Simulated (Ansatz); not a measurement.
Species: C4H7N, SMILES `CC(C)C#N` (charge 0, multiplicity 1).

### Question
Give a relaxed geometry from B3LYP-D3(BJ)/def2-TZVP (Ansatz, an electronic-structure program).

### Answer
the end point of this relaxation (outside a Z-matrix the atoms follow the SMILES, hydrogens last).
Bonds (Å): C1–C2 1.535, C1–H6 1.091, C1–H7 1.091, C1–H8 1.090, C2–C3 1.535, C2–C4 1.465, C2–H9 1.094, C3–H10 1.090, C3–H11 1.091, C3–H12 1.091, C4–N5 1.150. Angles (°): C2–C1–H6 109.5, C2–C1–H7 110.6, C2–C1–H8 111.3, H6–C1–H7 108.4, H6–C1–H8 108.6, H7–C1–H8 108.3, C1–C2–C3 112.2, C1–C2–C4 110.4, C1–C2–H9 108.6, C3–C2–C4 110.4, C3–C2–H9 108.6, C4–C2–H9 106.5, C2–C3–H10 111.3, C2–C3–H11 110.6, C2–C3–H12 109.5, H10–C3–H11 108.3, H10–C3–H12 108.6, H11–C3–H12 108.4, C2–C4–N5 179.2.
